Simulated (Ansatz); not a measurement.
`BCN=C=C` + `BNCC` → `BN(B)CC` + `C=C=NC` at 700 K and 1 bar (ligand exchange at a B–C bond).

Calculated with Ansatz (gas phase, PBE0-D4/def2-TZVP geometries, no zero-point term in ΔE). CCSD(T)/CBS is the MP2 limit (def2-TZVPP, def2-QZVPP) plus CCSD(T) − MP2 in def2-TZVPP, frozen cores. Each species was taken in one conformer, which may not be the lowest.

```
  species  CCSD(T)/CBS energy (Eh)  H − E (kJ/mol)  S (J/(mol·K))
`BCN=C=C`               -197.17509           291.2          438.9
   `BNCC`               -160.44809           345.2          405.2
`BN(B)CC`               -185.85795           390.2          458.1
 `C=C=NC`               -171.80321           247.9          374.2
```

H − E and S are ideal-gas, rigid-rotor, harmonic terms from PBE0-D4/def2-TZVP, for one conformer and one mirror image of each species. 1 Eh = 2625.50 kJ/mol, R = 8.31446 J/(mol·K).

**Question.** By hand: ΔE, ΔH, ΔS and ΔG.

**Answer.** ΔE = (-185.85795) + (-171.80321) − (-197.17509) − (-160.44809) = -0.03798 Eh = -99.7 kJ/mol. Δ(H − E) = 390.2 + 247.9 − 291.2 − 345.2 = 1.7, so ΔH = -98.0 kJ/mol. ΔS = 458.1 + 374.2 − 438.9 − 405.2 = -11.8 J/(mol·K). ΔG = -98.0 − 700 × (-11.8)/1000 = -89.7 kJ/mol.

**Question.** By hand: the equilibrium constant, and the temperature at which ΔG would vanish if ΔH and ΔS stayed fixed.

**Answer.** log₁₀ K = −ΔG/(RT ln 10) = 6.7. ΔG = 0 at ΔH/ΔS = 8305 K, far beyond where these terms or the molecules hold.

The number of gas molecules stays the same, so ΔS is small and ΔH decides. A doubt of 5 kJ/mol in ΔE shifts log₁₀ K by 0.4 here. Other conformers and mirror images would add mixing entropy, several J/(mol·K) or more a flexible species. Modes under 60 cm⁻¹, often nearly free rotors, make the harmonic entropy too high. These are equilibria of isolated gas molecules and say nothing of rates. Largest T1 diagnostic: 0.014 (customary marks: 0.02 for closed shells, 0.045 for open ones).
